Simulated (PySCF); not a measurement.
**Mo⁻ (molybdenum, charge -1) across methods**

[Kr] 4d5 5s2, high-spin 6S determinant. Calculation: PySCF 2.14, in aug-cc-pVTZ-PP with ECP28MDF (6s6p5d3f2g, 88 functions); a scalar-relativistic core potential.

```tsv
method	E (hartree)	mean ε 5s α (eV)	mean ε 4d α (eV)	mean ε 5s β (eV)	Σ⟨r²⟩ (bohr²)	⟨S²⟩
r2SCAN	-67.9369	-0.484	-0.024	0.992	100.3	9.003
BHandHLYP	-67.7996	-0.665	-1.746	0.352	95.53	8.823
PBE	-67.9132	0.020	0.507	1.169	95.23	8.857
LDA	-67.7530	-0.092	0.503	1.024	92.38	8.838
PBE0	-67.8908	-0.544	-0.835	0.776	97.16	8.885
TPSS	-67.8789	-0.038	0.471	1.247	95.39	8.873
BLYP	-67.8635	0.351	0.904	1.157	93.25	8.807
UHF	-67.33494	-2.630	-5.486	0.259	128.8	9.284
```

Energies and moments cover only the electrons outside the core potential. ⟨S²⟩ = 9.00 against 8.75 shows spin contamination. At r2SCAN the highest occupied level has a positive energy, so only the finite basis holds that electron; in a semilocal or global hybrid functional this comes from self-interaction and does not mean that the real anion is unbound.

The highest occupied level is positive at r2SCAN, BHandHLYP, PBE, LDA, PBE0, TPSS, BLYP, UHF: only the finite basis holds that electron, at UHF too, so the state is unbound at these levels.
